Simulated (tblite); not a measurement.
C8H17As.
Structure used (GFN2-xTB), in Å, numbered top down from 1:
```xyz
26
C8H17As angstrom
C     -2.1802    0.6327   -1.3344
C     -1.3953   -0.0558   -0.2180
C     -1.1854    0.9235    0.9263
C     -2.1807   -1.2679    0.2796
As     0.3092   -0.7701   -1.0813
C      1.4818    0.8396   -1.0724
C      2.2703    0.8280    0.2323
C      2.6155   -0.6231    0.5426
C      1.3183   -1.4235    0.5070
H     -1.6266    1.4901   -1.7202
H     -2.3502   -0.0619   -2.1595
H     -3.1468    0.9846   -0.9726
H     -0.6231    0.4675    1.7403
H     -2.1477    1.2424    1.3300
H     -0.6568    1.8135    0.5875
H     -1.6352   -1.7835    1.0708
H     -2.3429   -1.9728   -0.5384
H     -3.1517   -0.9677    0.6749
H      0.9226    1.7673   -1.2103
H      2.1712    0.7484   -1.9185
H      1.6628    1.2297    1.0454
H      3.1732    1.4400    0.1570
H      3.3000   -0.9963   -0.2252
H      3.1140   -0.7125    1.5113
H      1.5198   -2.4955    0.4396
H      0.7428   -1.2540    1.4194
```

Method: GFN2-xTB as coded in tblite; computed harmonic values from a numerical Hessian at the method's own geometry, unscaled. The method is semi-empirical: single wavenumbers can be off by several per cent or more. One conformer, not necessarily the lowest.

Harmonic wavenumbers (cm⁻¹): 64.5, 105.9, 142.9, 203.2, 213.0, 236.3, 245.2, 258.1, 268.9, 285.1, 298.8, 351.7, 392.8, 395.6, 473.1, 522.3, 571.1, 588.3, 745.3, 785.2, 853.0, 893.2, 931.4, 958.0, 958.4, 966.8, 967.8, 1016.1, 1023.1, 1026.3, 1041.4, 1102.2, 1114.6, 1174.7, 1188.8, 1211.9, 1223.7, 1233.2, 1248.4, 1259.1, 1321.2, 1334.8, 1400.2, 1402.0, 1422.5, 1459.6, 1462.8, 1481.9, 1482.9, 1488.5, 1490.9, 1497.5, 1500.5, 1511.0, 1512.8, 2915.4, 2933.2, 2943.8, 2949.4, 2950.9, 2956.0, 2962.7, 2971.9, 2975.8, 2980.2, 2982.4, 2983.8, 2987.3, 2993.5, 2995.8, 3006.2, 3011.5.

A = 1870, B = 898.6, C = 877.8 MHz; mass 188.055 u (most abundant isotopes); point group C1, symmetry number 1.

Task: What is the zero-point energy?

Result: Half the sum of the wavenumbers: 50404 cm⁻¹ = 602.97 kJ/mol.

Task: Entropy at 298.15 K, 1 bar (ideal gas, RRHO, classical rotation)?

Result: Translation 174.17, rotation 124.55, vibration 134.19: S = 432.9 J/(mol K).

Task: And Cp and H(298.15 K) − H(0)?

Result: Cp = 193.85 J/(mol K), of which vibrations give 160.59 (their classical limit is 72 R = 598.6); H(298.15 K) − H(0) = 32.92 kJ/mol without the zero-point energy, 23.00 from vibrations.

Task: Which modes carry the vibrational entropy at 298.15 K?

Result: 64.5 cm⁻¹: 18.05; 105.9 cm⁻¹: 13.99; 142.9 cm⁻¹: 11.57; 203.2 cm⁻¹: 8.80; 213.0 cm⁻¹: 8.44; 236.3 cm⁻¹: 7.66 J/(mol K); the other 66 give 65.68 together.

Task: What must be added to the electronic energy to get the Gibbs energy at 298.15 K and 1 bar?

Result: ZPE + [H(298.15 K) − H(0)] − T·S = 602.97 + 32.92 − 129.07 = 506.82 kJ/mol.

Hindered rotation and anharmonicity are outside this model. Other conformers, if any are populated, would add a mixing term that is left out. The structure is chiral; the term R ln 2 for an equal mix with its mirror image is left out.
